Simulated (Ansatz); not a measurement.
One change: `FB(Cl)B1O[SiH]1F` becomes `F[SiH]1BO1`.

Ansatz, PBE0-D4/def2-TZVP geometries, multiplicity 1. Each molecule was computed in one conformer, which needn't be the lowest.

```
                                      property  `FB(Cl)B1O[SiH]1F`
           HOMO energy (B3LYP/def2-TZVPP) / eV               -7.17
         LUMO energy (ωB97M-V/def2-TZVPP) / eV                0.23
          HOMO–LUMO gap (PBE0/def2-TZVPP) / eV                5.57
       HOMO–LUMO gap (ωB97M-V/def2-TZVPP) / eV                9.67
zero-point energy (PBE0-D4/def2-TZVP) / kJ/mol                74.1
             LUMO energy (PBE/def2-TZVPP) / eV               -2.70
```

Task: What does the change do to each property? (Estimate.)

Result: The calculation gave: 
```json
{"property": "HOMO energy (B3LYP/def2-TZVPP) / eV", "`F[SiH]1BO1`": "-7.18", "shift": "-0.01"}
{"property": "LUMO energy (ωB97M-V/def2-TZVPP) / eV", "`F[SiH]1BO1`": "0.66", "shift": "0.43"}
{"property": "HOMO–LUMO gap (PBE0/def2-TZVPP) / eV", "`F[SiH]1BO1`": "6.00", "shift": "0.43"}
{"property": "HOMO–LUMO gap (ωB97M-V/def2-TZVPP) / eV", "`F[SiH]1BO1`": "10.18", "shift": "0.51"}
{"property": "zero-point energy (PBE0-D4/def2-TZVP) / kJ/mol", "`F[SiH]1BO1`": "73.7", "shift": "-0.4"}
{"property": "LUMO energy (PBE/def2-TZVPP) / eV", "`F[SiH]1BO1`": "-2.39", "shift": "0.31"}
```

The zero-point energy changes by -0.4 kJ/mol with -6 modes.

Positive LUMOs are unbound, so they and the gaps depend on the basis.

B3LYP here is the variant with VWN-RPA as its local correlation; programs differ in this.
